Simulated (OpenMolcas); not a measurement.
## Levels of Mo³⁺ by method

| Item | Value |
| --- | --- |
| Program | OpenMolcas 26.06 |
| Basis | ANO-RCC-VTZP [7s6p4d2f1g] |
| Scalar Hamiltonian | DKH2, point nucleus |
| Active space | 9 electrons in 8 orbitals (RAS1 4p, at most 2 holes; RAS2 4d) |
| State averaging | 2S+1 = 4 even, 10 roots; 2S+1 = 2 even, 40 roots |
| Spin-orbit coupling | state interaction with AMFI integrals over the reference wave functions, term energies averaged over their components |

Methods on the same reference wave functions:
A. RASSCF
B. SS-RASPT2, IPEA 0.25 Eh, imaginary shift 0.1 Eh (closed shells correlated: 4s)
C. MS-RASPT2, IPEA 0.25 Eh, imaginary shift 0.1 Eh (closed shells correlated: 4s)

Energies in cm-1 above 4d3 4F 3/2, the measured ground level; measured values from Sugar and Musgrove, J. Phys. Chem. Ref. Data 17, 155 (1988).

```tsv
Level	A	B	C	Measured
4d3 4F 3/2	0.0	0.0	0.0	0.0
4d3 4F 5/2	787	799	798	778
4d3 4F 7/2	1793	1804	1802	1760
4d3 4F 9/2	2952	2940	2940	2865
4d3 4P 1/2	12488	10700	10700	10338
4d3 4P 3/2	12528	10670	10670	10331
4d3 4P 5/2	13748	12020	12020	11612
4d3 2G 7/2	14455	12170	12170	11580
4d3 2G 9/2	15289	12900	12900	12311
4d3 2P 1/2	17263	14580	14580	14348
4d3 2D 5/2(1)	19708	17800	17750	16809
4d3 2H 9/2	19966	16660	16660	15995
4d3 2H 11/2	20453	17010	17010	16357
4d3 2F 7/2	30636	25740	25740	24787
4d3 2F 5/2	30987	26090	26080	25100
4d3 2D 5/2(2)	45457	40200	40250	38922
4d3 2D 3/2(2)	45937	40670	40640
```

Deviations, from unrounded energies. A percentage is the sum of absolute deviations over the sum of measured energies, with the sign that they share, or ± where signs differ.

| Against measurement | Levels | A | B | C |
| --- | --- | --- | --- | --- |
| mean absolute deviation (cm-1) | 15 | 3000 | 550 | 550 |
| fine structure of the ground term (%) | 3 | +2.4 | +2.6 | +2.5 |
| other terms of the ground configuration (%) | 12 | +21.3 | +3.9 | +3.9 |

B, C lie about equally close to measurement and A furthest from it. The largest miss of C in the table is 4d3 2D 5/2(2), by +1300 cm-1. The ranking rests on the paired levels alone, and a cruder setting can come out closer through cancelling errors.

Between B and C the level of the table that moves most is 4d3 2D 5/2(1), by 53 cm-1 (lowest in C, highest in B). Moves below CASPT2's spread within the term are not significant.

The two smallest mean deviations differ by little beside CASPT2's spread within terms, so their order carries little weight.

From A to B the spin-free energies of the other terms of 4d3 shown, above 4F, scale by factors of 0.81 to 0.89, as is usual when dynamic correlation screens the repulsion within a d or f shell.

The lowest spin-free term lies below A's lowest term by 0.252 hartree in B, 0.252 hartree in C.

CASPT2 breaks the degeneracy within a term, and the mean is taken; among the terms shown or strongly mixed into the levels shown the widest spread is 1500 cm-1 (4d3 4F, C). Active for correlation alone: 4p; no level in the range computed is led by a configuration that opens it, so any true level of that kind is missing. Without dynamic correlation excited terms often stand tens of per cent too high (terms of higher spin than the ground term too low), and those without a measured partner can miss by more than the paired ones (holds for A). The CASPT2 spread within a term exceeds the gap to the next term for 4d3 2H and 4d3 2D(1), so the order of their levels is uncertain (holds for C). Measured partners are found by configuration, term and J. A level has none where our copy of the source lacks it or the pairing is in doubt (some pairs that miss far off the trend of their configuration count as doubtful), and it then counts in no deviation. Only configurations of the active space appear. Levels that lie high or do not pair safely by name in every column are left out.

A number in round brackets counts repeated terms of one configuration in the order of the reference energies.
